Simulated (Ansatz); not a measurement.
Reactions of C₃H₇GeN (`C=N[C](=C)[GeH3]`).

Isolated molecules relaxed with PBE0-D4/def2-TZVP in Ansatz; ΔE leaves out vibrations. CBS: MP2 limit from def2 TZ/QZ plus the TZ coupled-cluster correction, frozen cores. This one scheme is used for every species, atoms too. Functionals use def2-TZVPP. B3LYP here is the variant with VWN-RPA as its local correlation; programs differ in this. Open shells (•) are unrestricted, without spin–orbit coupling. Spin–orbit coupling would lower the free atoms: a little for C; clearly for Ge. def2 core potentials past Kr. For Ge, Te outer-core shells are correlated without core-valence functions, so the limit isn't a true one: a few kJ/mol of doubt a bond, and 10 to 20 or more in all where bonds break to atoms. Scalar relativity is left out up to krypton. One conformer a species, not always the lowest.

```tsv
reaction	CCSD(T)/CBS(def2) (kcal/mol)
`C=N[C](=C)[GeH3]` + H–F → `C=NC(=C)F` + GeH₄	11.3
`C=N[C](=C)[GeH3]` → `[CH]1=NC[CH2][GeH2]1`	-20.9
`C=N[C](=C)[GeH3]` → `[GeH3][CH2]N1C=C1`	57.5
`C=N[C](=C)[GeH3]` + `[SiH3]Cl` → `Cl[SiH2][GeH3]` + `C=CN=C`	-7.5
`C=N[C](=C)[GeH3]` → 3 C• + Ge• + 7 H• + N•	1061.1
`C=N[C](=C)[GeH3]` → `C[CH]([GeH3])C#N`	?
`C=N[C](=C)[GeH3]` → `C=[C]1[CH2][GeH]1[NH2]`	?
`C=N[C](=C)[GeH3]` + H₂Te → `C=[C]([GeH3])[TeH]` + `C=N`	?
`C=N[C](=C)[GeH3]` + `CNBF` → `C[N]([GeH3])BF` + `C=CN=C`	-4.4
`C=N[C](=C)[GeH3]` → `CC#[C][GeH2][NH2]`	-15.8
```

(1) Fill in the missing values. (An estimate is asked.)

Largest T1 diagnostic: 0.013, for `C=NC(=C)F`.

Answers

(1) Ansatz gave: `C=N[C](=C)[GeH3]` → `C[CH]([GeH3])C#N`: -27.7 kcal/mol; `C=N[C](=C)[GeH3]` → `C=[C]1[CH2][GeH]1[NH2]`: +1.9 kcal/mol; `C=N[C](=C)[GeH3]` + H₂Te → `C=[C]([GeH3])[TeH]` + `C=N`: -2.7 kcal/mol.
